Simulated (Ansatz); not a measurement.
Reaction (cleavage of the Si–Ge bond): `[SiH3][GeH2][GaH2]` + `[NH2][In]([OH])[SH]` → `[NH2][In]([SH])[O][SiH3]` + `[GaH2][GeH3]`

Calculated with Ansatz (gas phase, PBE0-D4/def2-TZVP geometries, no zero-point term in ΔE). CCSD(T)/CBS adds triple-zeta CCSD(T) − MP2 to the extrapolated MP2 energy (def2 sets, frozen cores). Functionals use def2-TZVPP. Elements past krypton have def2 core potentials. For Ga, Ge, In outer-core shells are correlated without core-valence functions, which leaves a few kJ/mol of doubt a bond. Scalar relativity is left out up to krypton. Each species was taken in one conformer, which may not be the lowest.

```tsv
level	ΔE (kJ/mol)
BLYP-D4	-72.4
r2SCANh-D4	-76.9
BHLYP	-93.0
LC-ωPBE	-76.7
HF/def2-SVP	-106.3
HF/def2-TZVPP	-109.7
MP2/def2-TZVPP	-85.0
SCS-MP2/def2-QZVPP	-91.1
```

**Question.** What does CCSD(T)/CBS give? (Best estimate.)

**Answer.** Ansatz gave: -80.4 kJ/mol. The listed levels differ from it by 8.0, 3.5, -12.6, 3.7, -25.9, -29.3, -4.6, -10.7 kJ/mol.

Largest T1 diagnostic among the species: 0.015.

At CCSD(T), def2-SVP lies −6.4 kJ/mol from the extrapolated value and def2-TZVPP −2.2 kJ/mol. From PBE to PBE0 (25 % exact exchange), in def2-TZVPP and without D4, ΔE moves by −9.1 kJ/mol.
